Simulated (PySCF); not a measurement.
Input of a run (PBE0-D3(BJ)/def2-SVP geometry optimisation, gas phase (PySCF 2.14.0)), started from GFN2-xTB:
```
{"job": {"xc": "PBE0", "basis": "def2-SVP", "d3": "d3bj", "grid": 1, "shake": 0.01, "kind": "geom"}, "charge": 0, "multiplicity": 1}
C     -1.570140    -1.363760    -1.073690
N     -1.298640    -0.178980    -0.271560
C     -1.624060    -0.398210     1.118210
Ge     0.149350     0.884320    -0.765890
C      0.326930     2.439440     0.411530
O      1.632800    -0.019070    -0.782300
Si     2.657920    -0.937920     0.088310
H     -1.340360    -1.112310    -2.124310
H     -1.014510    -2.213140    -0.749900
H     -2.657650    -1.579340    -0.987120
H     -1.047290    -1.235930     1.564230
H     -1.375310     0.505810     1.703370
H     -2.698330    -0.608650     1.221700
H     -0.076990     1.142710    -2.231980
H      0.656890     2.126090     1.410620
H      1.075620     3.132810     0.016010
H     -0.606690     2.995560     0.514120
H      3.189190    -1.873430    -0.876060
H      1.935600    -1.645890     1.167360
H      3.634670    -0.044720     0.677450
```

Output (energies in Eh, forces in Eh/bohr):
```
step   0  E = -2617.46206256  max force = 0.041867
step   1  E = -2617.47058237  max force = 0.019496
step   2  E = -2617.47193348  max force = 0.006500
step   3  E = -2617.47218325  max force = 0.001643
step   4  E = -2617.47226286  max force = 0.002193
step   5  E = -2617.47241807  max force = 0.003120
step   6  E = -2617.47247348  max force = 0.002249
step   7  E = -2617.47255388  max force = 0.001264
step   8  E = -2617.47261160  max force = 0.001856
step   9  E = -2617.47282343  max force = 0.006741
step  10  E = -2617.47295972  max force = 0.003821
step  11  E = -2617.47318788  max force = 0.000572
step  12  E = -2617.47281508  max force = 0.003163
step  13  E = -2617.47322754  max force = 0.001611
step  14  E = -2617.47325290  max force = 0.000541
step  15  E = -2617.47326181  max force = 0.000402
optimisation converged
```

**Question.** Summarise the run.

**Answer.** The energy falls by 29.4 kJ/mol over 16 energy and gradient evaluations, the largest force component goes from 0.0419 to 4.0e-04 Eh/bohr, and the atoms move by 0.653 Å rms after alignment. The bond that changes most is Ge4–O6 (ends: germanium bonded to C, N, O and H; oxygen bonded to Ge and Si), which lengthens by 0.062 Å. Bonds longer at the end by more than 0.005 Å: 9 of 19; shorter: 5. Among the angles that change most is Ge4–O6–Si7, from 145.7° to 129.7°. Among the dihedrals that turn most is N2–Ge4–O6–Si7, from -58° to -18°. The energy rose by more than 1e-6 Eh at step 12. The first step brought 76 % of the lowering.

**Question.** What are the final bond lengths?

**Answer.** C1–N2 1.439 Å, N2–C3 1.439 Å, N2–Ge4 1.821 Å, Ge4–C5 1.935 Å, Ge4–O6 1.799 Å, O6–Si7 1.655 Å, C1–H8 1.101 Å, C1–H9 1.109 Å, C1–H10 1.107 Å, C3–H11 1.110 Å, C3–H12 1.100 Å, C3–H13 1.107 Å, Ge4–H14 1.535 Å, C5–H15 1.099 Å, C5–H16 1.099 Å, C5–H17 1.099 Å, Si7–H18 1.492 Å, Si7–H19 1.498 Å, Si7–H20 1.500 Å. Numbering counts from 1 in the input's order; the species is `C[N](C)[Ge@@H]([CH3])[O][SiH3]`.

The run used 185 basis functions and 116 SCF cycles in all.

Not checked by PBE0-D3(BJ)/def2-SVP frequencies. One conformer, not necessarily the lowest.
